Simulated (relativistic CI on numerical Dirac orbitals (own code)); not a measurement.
## Hyperfine structure of As XII, mass number 75

Method of calculation: Dirac-Coulomb-Breit CI, separate exchange-only KLI orbitals for each configuration, model QED (radiative potential, 1s self-energy scaled to tabulated hydrogen-like ionisation energies), unscaled Slater integrals (own radial code, finite nucleus).

Configurations in the expansion (outside the closed core [Ne]): 3s2.3p6.3d4, 3s2.3p5.3d5, 3s.3p6.3d5, 3s2.3p6.3d3.4s, 3s2.3p6.3d3.4p, 3s2.3p6.3d3.4d, 3s2.3p6.3d2.4s.4p, 3s2.3p6.3d3.4f, 3s2.3p6.3d3.5s, 3s2.3p5.3d4.4s, 3p6.3d6, 3p5.3d7, 3s2.3p6.3d2.4s2, 3s2.3p6.3d.4s2.4p, 3s2.3p6.3d.4s2.4d, 3s2.3p6.3d.4s2.4f, 3s2.3p6.3d2.4p2, 3s2.3p6.3d.4s.4p2, 3s2.3p6.3d.4p3, 3s2.3p6.3d.4p2.4d, 3s2.3p6.3d.4p2.4f. Double excitations out of closed p, d and f shells are left out; levels of such configurations are missing from the list, as are those of other unlisted configurations, and high levels can miss mixing partners. These lack a partner that the ground configuration has and come out too high: 3s2.3p5.3d4.4s.

Nuclear spin I = 3/2, μ = 1.4383 μN, Q = 0.311 b (tables of Stone and Pyykkö). The electronic factors are computed for point nuclear moments, without core polarisation or the Bohr-Weisskopf and QED corrections.

| Level | E (cm⁻¹) | A (MHz) | B (MHz) |
| --- | --- | --- | --- |
| 3s2.3p6.3d4 5D_1 | 1072.7 | 422.1 | 349 |
| 3s2.3p6.3d4 5D_2 | 2897.4 | 694.2 | 219 |
| 3s2.3p6.3d4 5D_3 | 5201.7 | 1009 | -248 |
| 3s2.3p6.3d4 5D_4 | 7809.0 | 1332 | -1020 |
| 3s2.3p6.3d4 3H_4 | 49491.6 | 2419 | 546 |
| 3s2.3p6.3d4 3H_5 | 52014.7 | 2097 | 610 |
| 3s2.3p6.3d4 3P_1 | 53326.4 | 1051 | -49.8 |
| 3s2.3p6.3d4 3H_6 | 53971.1 | 2044 | 520 |

Levels with J = 0, under 50 % of one LS term, or S terms without an open s electron are left out. Small factors come from cancelling terms and can be off by tens of per cent or more.

At this charge energies of transitions that change n are usually good to better than 1 %, and those within a shell (Δn = 0) to a few per cent. Terms inside the open d or f shell come out 10 to 20 % too wide with unscaled integrals.

(1) Give the hyperfine levels of 3s2.3p6.3d4 5D_3 relative to its centre of gravity.

Results:

(1) With K = F(F + 1) − I(I + 1) − J(J + 1), E = AK/2 + B[¾K(K + 1) − I(I + 1)J(J + 1)]/[2I(2I − 1)J(2J − 1)]: F = 3/2: -6206, F = 5/2: -3496, F = 7/2: 123.9, F = 9/2: 4481 MHz.
